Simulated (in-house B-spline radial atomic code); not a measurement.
**Ar4+: [Ne] 3s2 3p2**

Computed with an all-electron radial atomic-structure program (B-spline basis): non-relativistic wB97X, spin-polarised, spherical fractional occupations, exact exchange averaged over the configuration, point nucleus.

Screening seen three ways: the hydrogenic charge with the same mean radius, Z_r = [3n² - l(l+1)]/(2<r>), the one with the same energy, Z_e = n√(-2ε), and Slater's rules. Values are occupation-weighted means over spin.

```json
{"shell": "1s", "electrons": "2", "ε (eV)": "-3201.1", "<r> (bohr)": "0.08615", "Z_r": "17.41", "Z_e": "15.34", "Slater": "17.70"}
{"shell": "2s", "electrons": "2", "ε (eV)": "-373.09", "<r> (bohr)": "0.4141", "Z_r": "14.49", "Z_e": "10.47", "Slater": "13.85"}
{"shell": "2p", "electrons": "6", "ε (eV)": "-306.67", "<r> (bohr)": "0.3753", "Z_r": "13.32", "Z_e": "9.50", "Slater": "13.85"}
{"shell": "3s", "electrons": "2", "ε (eV)": "-85.975", "<r> (bohr)": "1.261", "Z_r": "10.71", "Z_e": "7.54", "Slater": "8.15"}
{"shell": "3p", "electrons": "2", "ε (eV)": "-71.596", "<r> (bohr)": "1.325", "Z_r": "9.44", "Z_e": "6.88", "Slater": "8.15"}
```

The least bound orbital is 3p up at -71.6 eV, and it is also the most diffuse (<r> = 1.325 bohr).
